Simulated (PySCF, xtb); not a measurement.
CH3FSTe, SMILES S(C)[Te]F. The values are those of a single conformer.

Harmonic wavenumbers (cm⁻¹) from GFN2-xTB run with xtb at its own minimum, in rising order: 78, 117, 150, 187, 377, 444, 702, 940, 943, 1313, 1436, 1446, 3036, 3051, 3061.

What does B3LYP-D3(BJ)/def2-SVP in PySCF 2.14.0 give at its own minimum? (An estimate is asked for; the answer gives what the named calculation found.)

95, 119, 169, 201, 363, 587, 681, 956, 960, 1323, 1437, 1451, 3046, 3151, 3172. Paired by order, the mean absolute difference is 33 cm⁻¹ and the zero-point energies are 24.7 and 25.3 kcal/mol.
